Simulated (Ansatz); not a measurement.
## Abstraction of Br: SnH3Br + SiH3(SiH2) → SnH3 + SiH2(SiH3)Br

Gas-phase species: SnH3Br `[Br][SnH3]`, singlet; SiH3(SiH2), doublet; SnH3 `[SnH3]`, doublet; SiH2(SiH3)Br, singlet. A radical takes Br: the energy is the difference in strength between the Sn–Br bond broken and the Si–Br bond made.

Shapes, held fixed at every level: PBE0-D4/def2-TZVP. Programs: Ansatz 0.2.0. The zero-point and thermal change to 298 K, harmonic and unscaled (PBE0-D4/def2-TZVP), is +0.4 kJ/mol.

| level | kind | ΔH(298 K) (kJ/mol) | less CCSD(T)/def2-TZVPP |
| --- | --- | --- | --- |
| MP2/def2-TZVPP | perturbation theory | -41.4 | -2.8 |
| HF/def2-TZVPP | Hartree–Fock | -30.5 | +8.1 |
| r2SCAN-D4/def2-TZVPP | meta-GGA | -34.4 | +4.2 |
| BHLYP-D4/def2-TZVPP | global hybrid | -37.6 | +1.0 |
| PBE0-D4/def2-TZVPP | global hybrid | -36.0 | +2.6 |
| B2PLYP/def2-TZVPP | double hybrid | -38.2 | +0.4 |
| CCSD/def2-SVP | coupled cluster or CI | -32.5 | +6.1 |
| CCSD(T)/def2-TZVPP | coupled cluster or CI | -38.6 | 0.0 |

The highest level, CCSD(T)/def2-TZVPP, gives ΔH(298 K) = -38.6 kJ/mol; the levels span -41.4 to -30.5. The column of differences is taken from that level and isn't an error. No measured value is set beside it here. Open shells run unrestricted. For atoms past krypton def2 sets carry core potentials with scalar relativity. Relativity is left out for Br. Outer-core shells of Br, Sn are correlated, in sets that cover them unevenly.
